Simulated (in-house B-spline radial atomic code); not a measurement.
## RPA and G0W0 on PBE: the mercury ion Hg⁺

Configuration [Xe] 4f14 5d10 6s1, highest spin, mean-field start PBE. Computed with a B-spline radial code for spherical atoms: all electrons, scalar-relativistic (spin-free one-electron X2C), finite nucleus, each spin shell either full or empty, empty states to l = 9 with an (l + 1/2)⁻⁴ tail; G0W0 by contour deformation at full frequency.

Without the two-electron picture change, the correlation of inner shells comes somewhat too large for so heavy an element.

RPA overbinds a lone outer s electron by self-correlation, and G0W0 tends to as well.

Command:
```bash
python run_gw.py task.json out
```
Settings (radii: box in bohr, nucleus in fm):
```
Z                        80
electrons                79
configuration            [Xe] 4f14 5d10 6s1
hamiltonian              x2c
method                   pbe,pbe
lmax                     9
rms_radius               5.4648
spin_polarised           True
box_radius               23.78
intervals                70
ion_configuration        [Xe] 4f14 5d10
```

Run time, properties included: 24 s on 1 thread of Arm Neoverse N1, on a shared host.

Energies (hartree):

```json
{"term": "mean-field total", "value": "-19625.68569"}
{"term": "Hartree-Fock functional on these orbitals", "value": "-19619.75794"}
{"term": "direct second order", "value": "-8.2527"}
{"term": "second-order exchange", "value": "2.0422"}
{"term": "SOSEX correction", "value": "1.9027"}
```

Q: What is the RPA correlation energy, and what remains with SOSEX?

A: RPA gives -7.1487 hartree (-2.46 eV per electron); RPA + SOSEX gives -5.246, and the second-order doubles -6.2105 hartree (no singles). RPA lacks exchange-type terms and so overcorrelates at short range.

Quasi-particle levels (eV):

```
  level  occupied  mean field  Σx - vxc     Σc  QP weight     G0W0
  6s up       yes     -15.062     -2.68      ?          ?        ?
6s down        no     -14.233      6.33  -2.94      0.913  -10.846
```

G0W0 = mean field + (Σx - vxc) + Σc, with Σc (partial-wave tail included) taken at the quasi-particle energy. Only the outer levels were computed. Levels of low weight are left out.

Q: Where does G0W0 put 6s up?

A: At -19.300 eV, with Σc = -1.56 eV and a quasi-particle weight of 0.897. The tabulated removal energy is 18.757 eV (NIST, measured); the calculation leaves out spin-orbit coupling, Breit and QED terms, and what these don't explain is the method's own error.

Q: What does it cost to remove one electron (to [Xe] 4f14 5d10) by differences of total energies, each species on its own start (correlation terms add to the Hartree-Fock functional)?

A: PBE 19.147 eV, Hartree-Fock functional 17.054 eV, + RPA 19.273 eV, + RPA + SOSEX 18.520 eV, + second order 20.074 eV. Tabulated: 18.757 eV (NIST, measured); the calculation leaves out spin-orbit coupling, Breit and QED terms, and what these don't explain is the method's own error.
